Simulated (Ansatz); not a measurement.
`[Cl][In]([Cl])[Br]` + H₂Se → `[Cl][In]([Cl])[SeH]` + HBr at 600 K and 1 bar (ligand exchange at the In–Br bond).

Calculated with Ansatz (gas phase, PBE0-D4/def2-TZVP geometries, no zero-point term in ΔE). CCSD(T)/CBS is the MP2 limit (def2-TZVPP, def2-QZVPP) plus CCSD(T) − MP2 in def2-TZVPP, frozen cores. def2 core potentials past Kr. For Br, In, Se outer-core shells are correlated without core-valence functions, which leaves a few kJ/mol of doubt a bond. Scalar relativity is left out up to krypton. Each species was taken in one conformer, which may not be the lowest.

| species | CCSD(T)/CBS energy (Eh) | H − E (kJ/mol) | S (J/(mol·K)) |
| --- | --- | --- | --- |
| `[Cl][In]([Cl])[Br]` | -3682.84497 | 50.8 | 417.5 |
| H₂Se | -2401.89790 | 57.0 | 244.8 |
| `[Cl][In]([Cl])[SeH]` | -3510.81908 | 76.4 | 445.3 |
| HBr | -2573.91920 | 33.5 | 219.1 |

H − E and S are ideal-gas, rigid-rotor, harmonic terms from PBE0-D4/def2-TZVP, for one conformer and one mirror image of each species. 1 Eh = 2625.50 kJ/mol, R = 8.31446 J/(mol·K).

Task: By hand: ΔE, ΔH, ΔS and ΔG.

Result: ΔE = (-3510.81908) + (-2573.91920) − (-3682.84497) − (-2401.89790) = 0.00459 Eh = 12.1 kJ/mol. Δ(H − E) = 76.4 + 33.5 − 50.8 − 57.0 = 2.1, so ΔH = 14.2 kJ/mol. ΔS = 445.3 + 219.1 − 417.5 − 244.8 = 2.1 J/(mol·K). ΔG = 14.2 − 600 × (2.1)/1000 = 12.9 kJ/mol.

Task: By hand: the equilibrium constant, and the temperature at which ΔG would vanish if ΔH and ΔS stayed fixed.

Result: log₁₀ K = −ΔG/(RT ln 10) = -1.1. ΔG = 0 at ΔH/ΔS = 6762 K, far beyond where these terms or the molecules hold.

The number of gas molecules stays the same, so ΔS is small and ΔH decides. A doubt of 5 kJ/mol in ΔE shifts log₁₀ K by 0.4 here. Other conformers and mirror images would add mixing entropy, several J/(mol·K) or more a flexible species. These are equilibria of isolated gas molecules and say nothing of rates. Largest T1 diagnostic: 0.012 (customary marks: 0.02 for closed shells, 0.045 for open ones).
